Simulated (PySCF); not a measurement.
Isomers of C3H11FOSi2 side by side.

PySCF, CAM-B3LYP/def2-SVPD, density fitting, gas phase; each molecule at its own GFN2-xTB geometry, one conformer. Singlet excitations by full TDDFT with frozen cores and triplets by Tamm–Dancoff TDDFT. 

Torsions of the conformers computed, which needn't be the lowest (atom-mapped SMILES):
- `[CH3:1][CH2:2][C@H:3]([F:4])[SiH2:5][O:6][SiH3:7]`: C1–C2–C3–F4 -65°, C2–C3–Si5–O6 178°, C3–Si5–O6–Si7 -31°
- `[CH3:1][SiH2:2][O:3][Si@H:4]([CH3:5])[CH2:6][F:7]`: O3–Si4–C6–F7 178°
- `[CH3:1][Si:2]([CH3:3])([CH2:4][F:5])[O:6][SiH3:7]`: C1–Si2–C4–F5 177°, C1–Si2–O6–Si7 177°
- `[CH3:1][CH2:2][O:3][Si@H:4]([F:5])[SiH2:6][CH3:7]`: C1–C2–O3–Si4 -78°, C2–O3–Si4–F5 -49°, O3–Si4–Si6–C7 115°
- `[CH3:1][CH:2]([CH3:3])[SiH2:4][O:5][SiH2:6][F:7]`: C1–C2–Si4–O5 -179°, C2–Si4–O5–Si6 -11°, Si4–O5–Si6–F7 -30°

Reference: `CC[C@H](F)[SiH2]O[SiH3]`, with HOMO energy -9.33 eV, LUMO energy 0.85 eV, lowest singlet excitation 7.04 eV, lowest triplet excitation 6.73 eV, mean polarisability 90.8 au and dipole moment 1.38 D.

Changes against it:

```csv
molecule,Δ electronic energy (kcal/mol),Δ HOMO energy (eV),Δ LUMO energy (eV),Δ lowest singlet excitation (eV),Δ lowest triplet excitation (eV),Δ mean polarisability (au),Δ dipole moment (D)
C[Si](C)(CF)O[SiH3],-16.8,+0.03,+0.03,+0.19,+0.18,-0.9,+0.34
CC(C)[SiH2]O[SiH2]F,-50.7,-0.06,+0.26,+0.34,+0.34,-3.0,-0.24
```

Rows whose labels were lost:

| row | Δ electronic energy (kcal/mol) | Δ HOMO energy (eV) | Δ LUMO energy (eV) | Δ lowest singlet excitation (eV) | Δ lowest triplet excitation (eV) | Δ mean polarisability (au) | Δ dipole moment (D) |
| --- | --- | --- | --- | --- | --- | --- | --- |
| P | -16.7 | -0.07 | +0.20 | +0.15 | +0.03 | -0.4 | +0.51 |
| Q | -19.3 | -0.01 | -0.36 | -0.57 | -0.94 | +2.9 | -0.39 |

Which row belongs to which of `C[SiH2]O[Si@H](C)CF` and `CCO[Si@H](F)[SiH2]C`?

P = `C[SiH2]O[Si@H](C)CF` and Q = `CCO[Si@H](F)[SiH2]C`. P and Q are told apart most clearly by the lowest triplet excitation (+0.03 against -0.94 eV).
